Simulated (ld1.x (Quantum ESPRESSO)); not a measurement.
## Scattering properties, TM potential for holmium

ld1.x (Quantum ESPRESSO) 7.5 input, shortened:

```
&input
   title='Ho', zed=67., rel=1, dft='PBE', iswitch=3,
   config='[Xe] 4f11 5d0 6s2 6p0'
 /
 &inputp
   pseudotype=2, tm=.true., lloc=-1, rcloc=3.65,
   nlcc=.false.
 /
4
6S  1  0   2.00   0.00  2.50  2.50  0.0
6P  2  1   0.00   0.00  3.95  3.95  0.0
5D  3  2   0.00   0.00  2.05  2.05  0.0
4F  4  3  11.00   0.00  0.70  0.70  0.0
 &test
   configts(1)='4f11 5d0 6s2 6p0'
 /
```

The phase is arctan(r·u′/u) with u = r·R(r), unwrapped; energies in Ry, scanned from -2 to 5 Ry. A pole is an energy at which the radial function vanishes at the test radius. The pseudo phase is shifted by a multiple of π to meet the all-electron one at the reference energy, and phase errors are pseudo minus all-electron; the curves can meet again beyond the range given. Levels narrower than the energy grid can be missing from the lists of poles.

```csv
channel,radius (bohr),reference energy (Ry),"poles, all-electron","poles, pseudo",unbroken range about the reference energy with phases within 0.05 rad,phase error 1 Ry above the reference energy (rad)
s,4.32,-0.28,"0.24, 3.25","0.22, 1.26, 4.12",below 0.6,-0.122
p,4.32,-0.08,"-1.89, 0.88, 4.12","0.73, 2.17",-1.9 to 0.8,-0.075
d,4.32,-0.08,"0.12, 2.16","0.12, 2.37",below 0.7,+0.302
f,4.32,-0.23,"1.66, 4.21",1.95,below 0.4,+0.346
```

A Bessel basis up to 400 Ry misses an occupied level by 0.09 Ry, so cutoffs and ghosts were not judged.

Phases in the s channel:

```csv
E (Ry),all-electron,pseudo
-2.00,1.385,1.385
-1.52,1.345,1.345
-1.04,1.261,1.260
-0.56,0.881,0.878
-0.08,-1.330,-1.333
0.40,-1.629,-1.651
0.88,-1.791,-2.401
1.36,-2.288,-4.771
1.84,-4.251,-5.051
2.32,-4.567,-6.944
2.80,-4.661,-7.644
3.28,-4.715,-7.766
3.76,-4.761,-7.824
4.24,-4.816,-7.864
4.72,-4.922,-7.901
```
